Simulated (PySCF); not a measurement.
# Molecular orbitals of AlBi⁺

revPBE at R = 2.887 Å; PySCF, scalar-relativistic core potentials, basis sets Al cc-pV(D+d)Z, Bi cc-pVDZ-PP with ECP60. State: ⁴Σ⁻ (quartet), unpaired electrons σ ↑, π ↑↑. Only the outer orbitals are listed, counted within each symmetry, core potentials removing the inner ones.

```csv
spin,orbital,occ.,ε (eV),on Al (%),main shells (%)
α,7σ,1,-20.54,3,96 Bi s
α,8σ,1,-14.05,80,"80 Al s, 16 Bi p"
α,9σ,1,-10.72,48,"52 Bi p, 31 Al p, 16 Al s"
α,4π,1,-10.54,11,"89 Bi p, 10 Al p"
α,4π,1,-10.54,11,"89 Bi p, 10 Al p"
α,5π,0,-7.87,89,"89 Al p, 10 Bi p"
α,5π,0,-7.87,89,"89 Al p, 10 Bi p"
α,10σ,0,-6.08,73,"67 Al p, 26 Bi p"
β,7σ,1,-19.11,5,94 Bi s
β,8σ,1,-13.26,84,"83 Al s, 12 Bi p"
β,9σ,0,-9.29,48,"51 Bi p, 33 Al p, 14 Al s"
β,4π,0,-8.99,27,"72 Bi p, 26 Al p"
β,4π,0,-8.99,27,"72 Bi p, 26 Al p"
```

Question: Which are the highest filled and the lowest empty level, where do they sit, and how wide is the gap?

Answer: Highest filled α 4π at -10.54 eV (in %: 89 Bi p, 10 Al p); lowest empty β 9σ at -9.29 eV (in %: 51 Bi p, 33 Al p, 14 Al s); the gap at revPBE is 1.25 eV.

```
bond order (Mayer)                                                                                                 : 1.04
⟨S²⟩                                                                                                               : 3.756
charge on Al (Mulliken, basis-dependent)                                                                           : 0.57
charge on Al (Löwdin, basis-dependent)                                                                             : 0.53
dipole moment (positive dipole points towards Bi; it is taken about the centre of mass and depends on that origin) : -6.20 D
```

Spin–orbit coupling is left out, which matters for elements this heavy, above all for dissociation energies. The state was picked by a PBE0 search and need not be the measured ground state.
